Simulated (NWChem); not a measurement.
System: CH4O4Si; SMILES O[SiH](C(=O)O)O

Parts of the log:

```
             Northwest Computational Chemistry Package (NWChem) 7.3.0
             --------------------------------------------------------

                             Geometry "geometry" -> ""
                             -------------------------

 Output coordinates in angstroms (scale by  1.889725989 to convert to a.u.)

  No.       Tag          Charge          X              Y              Z
 ---- ---------------- ---------- -------------- -------------- --------------
    1 O                    8.0000    -1.09444000     1.40796600     0.63272200
    2 C                    6.0000    -0.10260000     1.05866500     0.03445800
    3 O                    8.0000     0.86952100     1.90371900    -0.30653600
    4 Si                  14.0000     0.10200800    -0.79089300    -0.43479500
    5 O                    8.0000    -1.41700500    -1.38678300    -0.18828200
    6 O                    8.0000     1.25069300    -1.35362500     0.61463300
    7 H                    1.0000     0.61392700     2.78422900     0.02215700
    8 H                    1.0000     0.48795600    -1.05043900    -1.84351800
    9 H                    1.0000    -1.93339300    -0.80712800     0.38985500
   10 H                    1.0000     1.53953800    -2.26608700     0.52066700

 Effective nuclear repulsion energy (a.u.)     311.9127303348

  xc_inp: hfexch multiplicative factor not found.
                              NWChem Property Module
                              ----------------------

  itol2e modified to match energy
  convergence criterion.

                                 NWChem DFT Module
                                 -----------------

 Summary of "ao basis" -> "ao basis" (spherical)
 ------------------------------------------------------------------------------
       Tag                 Description            Shells   Functions and Types
 ---------------- ------------------------------  ------  ---------------------
 O                           6-31g*                  6       14   3s2p1d
 C                           6-31g*                  6       14   3s2p1d
 Si                          6-31g*                  8       18   4s3p1d
 H                           6-31g*                  2        2   2s

  itol2e modified to match energy
  convergence criterion.

            General Information
            -------------------
          SCF calculation type: DFT
          Wavefunction type:  closed shell.
          No. of atoms     :    10
          No. of electrons :    56
           Alpha electrons :    28
            Beta electrons :    28
          Charge           :     0
          Spin multiplicity:     1
          Use of symmetry is: off; symmetry adaption is: off
          Maximum number of iterations: 150
          AO basis - number of functions:    96
                     number of shells:    46
          Convergence on energy requested:  1.00D-07
          Convergence on density requested:  1.00D-05
          Convergence on gradient requested:  5.00D-04

              XC Information
              --------------
                     Hartree-Fock (Exact) Exchange  1.000

      Superposition of Atomic Density Guess
      -------------------------------------

 Sum of atomic energies:        -627.48790075

      Non-variational initial energy
      ------------------------------

 Total energy =    -629.679861
 1-e energy   =   -1486.064644
 2-e energy   =     544.472053
 HOMO         =      -0.327633
 LUMO         =      -0.005206

[...]

          -----------------------------------------
          Chemical Shielding Tensors (GIAO, in ppm)
          -----------------------------------------

                                NWChem CPHF Module
                                ------------------

  scftype          =     RHF
  nclosed          =       28
  nopen            =        0
  variables        =     1904
  # of vectors     =        3
  tolerance        = 0.10D-03
  level shift      = 0.00D+00
  max iterations   =       50
  max subspace     =       30

 SCF residual:    1.3900871221470242E-005

Iterative solution of linear equations
  No. of variables     1904
  No. of equations        3
  Maximum subspace       30
        Iterations       50
       Convergence  1.0D-04

   iter   nsub   residual    time
   ----  ------  --------  ---------
     1      3    8.22D-01      26.7
     2      6    4.17D-01      28.1
     3      9    1.04D-01      29.6
     4     12    1.69D-02      31.1
     5     15    2.98D-03      32.5
     6     18    4.31D-04      34.0
     7     21    8.91D-05      35.5

      Atom:    1  O
        Diamagnetic
    408.8506     -5.6600    -11.2752
     -5.6600    392.2657      3.5017
    -11.2752      3.5017    396.0067

        Paramagnetic
   -680.3679   -130.3188    281.9905
   -130.3188   -607.7574    -45.8952
    281.9905    -45.8952   -223.8820

        Total Shielding Tensor
   -271.5172   -135.9787    270.7153
   -135.9787   -215.4917    -42.3935
    270.7153    -42.3935    172.1247

           isotropic =    -104.9614
          anisotropy =    -516.4556

          Principal Components and Axis System
                 1           2           3
             -449.2651    318.2535   -183.8727

      1         0.8392      0.4447     -0.3130
      2         0.4271     -0.1829      0.8855
      3        -0.3365      0.8768      0.3434

      Atom:    2  C
        Diamagnetic
    255.7470      5.4878    -13.1253
      5.4878    252.6846      1.7465
    -13.1253      1.7465    234.8116

        Paramagnetic
   -245.1423    -72.5165     55.4485
    -72.5165   -294.5851      0.1231
     55.4485      0.1231   -143.6732

        Total Shielding Tensor
     10.6048    -67.0287     42.3232
    -67.0287    -41.9005      1.8696
     42.3232      1.8696     91.1384

           isotropic =      19.9476
          anisotropy =     141.3830

          Principal Components and Axis System
                 1           2           3
              114.2029    -91.3271     36.9669

      1         0.4760      0.5847      0.6569
      2        -0.1941      0.7984     -0.5700
      3         0.8577     -0.1438     -0.4936

      Atom:    3  O
        Diamagnetic
    396.5983      8.0281     -5.3834
      8.0281    408.7768      0.9914
     -5.3834      0.9914    386.2975

        Paramagnetic
   -248.7321    112.9817     62.3549
    112.9817   -240.2874    -72.1338
     62.3549    -72.1338   -224.1228

        Total Shielding Tensor
    147.8662    121.0098     56.9715
    121.0098    168.4894    -71.1425
     56.9715    -71.1425    162.1748

           isotropic =     159.5101
          anisotropy =     183.5030

          Principal Components and Axis System
                 1           2           3
              281.8455    207.1431    -10.4581

      1         0.6241      0.4521      0.6373
      2         0.7653     -0.1889     -0.6154
      3        -0.1578      0.8717     -0.4639

      Atom:    4  Si
        Diamagnetic
    879.9409      0.2932      1.9530
      0.2932    879.7607     -0.2378
      1.9530     -0.2378    873.1905

        Paramagnetic
   -374.1158     12.7925    -10.4968
     12.7925   -419.7223    -11.6729
    -10.4968    -11.6729   -379.9213

        Total Shielding Tensor
    505.8251     13.0857     -8.5438
     13.0857    460.0383    -11.9106
     -8.5438    -11.9106    493.2693

           isotropic =     486.3776
          anisotropy =      43.6482

          Principal Components and Axis System
                 1           2           3
              515.4764    489.4568    454.1995

      1         0.8265      0.5262     -0.1998
      2         0.2977     -0.1075      0.9486
      3        -0.4777      0.8435      0.2455

      Atom:    5  O
        Diamagnetic
    407.9157      4.9633     -7.4080
      4.9633    391.1387      3.7468
     -7.4080      3.7468    385.7898

        Paramagnetic
    -87.6365     -2.7802      8.8889
     -2.7802   -111.2357    -31.1494
      8.8889    -31.1494    -96.6106

        Total Shielding Tensor
    320.2792      2.1831      1.4809
      2.1831    279.9030    -27.4026
      1.4809    -27.4026    289.1792

           isotropic =     296.4538
          anisotropy =      35.9146

          Principal Components and Axis System
                 1           2           3
              320.3969    312.3239    256.6406

      1         0.9986      0.0344     -0.0412
      2         0.0536     -0.6438      0.7633
      3         0.0003      0.7644      0.6447

      Atom:    6  O
        Diamagnetic
    394.9888    -10.6976     11.5269
    -10.6976    398.5003     -4.9358
     11.5269     -4.9358    390.2524

        Paramagnetic
    -88.7203     18.5626     -2.0221
     18.5626   -116.0512    -20.7996
     -2.0221    -20.7996    -95.1095

        Total Shielding Tensor
    306.2684      7.8650      9.5048
      7.8650    282.4491    -25.7354
      9.5048    -25.7354    295.1429

           isotropic =     294.6201
          anisotropy =      32.4489

          Principal Components and Axis System
                 1           2           3
              316.2527    308.4124    259.1953

      1         0.3386      0.9075     -0.2486
      2        -0.5188      0.4005      0.7553
      3         0.7850     -0.1267      0.6064

      Atom:    7  H
        Diamagnetic
     21.2622     -1.9809     -3.2662
     -1.9809     42.3515      6.6564
     -3.2662      6.6564     19.1056

[...]
```

Level: Hartree-Fock/6-31G* (spherical d), GIAO. Geometry: optimised at PBE0/def2-SVP. The printed shielding anisotropy is the first printed principal value minus the mean of the other two.

Problem. Write an input that gives this output.

Solution. Several could match; the one computed here: the input that was run:
```
start job
memory heap 200 mb stack 900 mb global 1100 mb
geometry units angstroms noautosym nocenter noautoz
  O     -1.094440     1.407966     0.632722
  C     -0.102600     1.058665     0.034458
  O      0.869521     1.903719    -0.306536
  Si     0.102008    -0.790893    -0.434795
  O     -1.417005    -1.386783    -0.188282
  O      1.250693    -1.353625     0.614633
  H      0.613927     2.784229     0.022157
  H      0.487956    -1.050439    -1.843518
  H     -1.933393    -0.807128     0.389855
  H      1.539538    -2.266087     0.520667
end
basis spherical
  O library 6-31g*
  C library 6-31g*
  Si library 6-31g*
  H library 6-31g*
end
dft
  xc hfexch
  iterations 150
end
property
  shielding
end
task dft property
```
